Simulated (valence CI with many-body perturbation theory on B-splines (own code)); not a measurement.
Values are calculated unless marked as measured or tabulated.
V⁸⁺ in three bases

Method: valence CI with perturbative core correlation (CI+MBPT): five valence electrons over a frozen Dirac-Fock core [Ne], radial functions for each j: 9 s, 9 p, 8 d, 6 f, 3 g, 1 h, with the one-electron correlation potential Σ1, the two-electron term Σ2, the three-electron term Σ3, Breit, model QED; selected CI, second order for the rest, scaled by the run's own slope (own B-spline code, finite nucleus).

No measured spectrum was set against this ion. As an estimate, levels of excited configurations hold to 0.05 to 0.15 % of their energy, terms of the ground configuration to about 0.5 %. Among the levels kept, up to 1700 cm⁻¹ of a level comes from second order outside the variational space, and about a tenth of that is noise between levels of different J, which matters for small intervals.

The reference run has the lowest level 3s2 3p3 4S°_3/2 and an ionisation energy of 203.719 eV. Its largest variational space holds 19987 state functions.

Names give the largest LS component (configuration and term), which can be under half, so a name can repeat, a term be missing and a line seem to break the LS rules; names also repeat where a configuration has a term twice. Letters in brackets count levels of one name in rising energy.

Changed runs:
A. basis 6 s, 6 p, 5 d, 3 f, 1 g
B. basis 5 s, 5 p, 4 d, 2 f

Excitation energies of the reference run in cm⁻¹, and shifts in cm⁻¹:

| Level | Reference | A | B |
| --- | --- | --- | --- |
| 3s2 3p3 2D°_3/2 | 34938 | +192 | +737 |
| 3s2 3p3 2D°_5/2 | 36550 | +191 | +732 |
| 3s2 3p3 2P°_1/2 | 59350 | +230 | +850 |
| 3s2 3p3 2P°_3/2 | 61539 | +226 | +835 |
| 3s 3p4 4P_5/2 | 214034 | +7.4 | +133 |
| 3s 3p4 4P_3/2 | 218774 | +5.8 | +126 |
| 3s 3p4 4P_1/2 | 221138 | +3.9 | +125 |
| 3s 3p4 2D_3/2 | 265285 | +155 | +569 |
| 3s 3p4 2D_5/2 | 265964 | +155 | +571 |
| 3s2 3p2 3d 2P_3/2 [a] | 305751 | +178 | +478 |
| 3s2 3p2 3d 2P_1/2 [a] | 309368 | +196 | +575 |
| 3s 3p4 2S_1/2 | 319565 | +296 | +993 |
| Ionisation energy (eV) | 203.719 | -0.022 | -0.064 |
